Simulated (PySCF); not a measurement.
All values below come from B3LYP-D3(BJ)/def2-TZVP // BP86-D3(BJ)/def2-SVP in PySCF. All species are isolated molecules in the gas phase. One relaxed conformer stands for a flexible species; it need not be the lowest. B3LYP has the VWN-RPA correlation part, as in Gaussian. 

Reference species: [Ta(Cl)5] (neutral, multiplicity 1).

| Property | Result |
|---|---|
| charge on the central atom (Mulliken) | 1.17 e |
| coordination number | 5 |

Changed species: [Ta(Cl)3(OH)2] (2 of 5 Cl replaced by OH; the reference has 0 of 5 Cl replaced by OH).

**Question.** What does the change do to the charge on the central atom (Mulliken) and coordination number?

**Answer.** the charge on the central atom (Mulliken) goes up by 0.20 e, to 1.37 e; the coordination number hardly moves.
